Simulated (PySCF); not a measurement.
Electron correlation in In⁺ (indium, charge +1)

[Kr] 4d10 5s1 5p1, 5s spin antiparallel (an excited configuration). Calculation: PySCF 2.14, in x2c-QZVPPall (13s9p7d4f1g, 112 functions); scalar relativity by spin-free X2C-1e. Frozen: [Kr] 4d10; 2 electrons correlated.

Total MP2 correlation energy: -20.85 mhartree.

Same-spin part 0.00 and opposite-spin part -20.85 mhartree; SCS-MP2 scales them by 1/3 and 6/5 to -25.02 mhartree.

The basis was made for the ground configuration and has no added diffuse functions, which can raise the energy of the promoted electron.
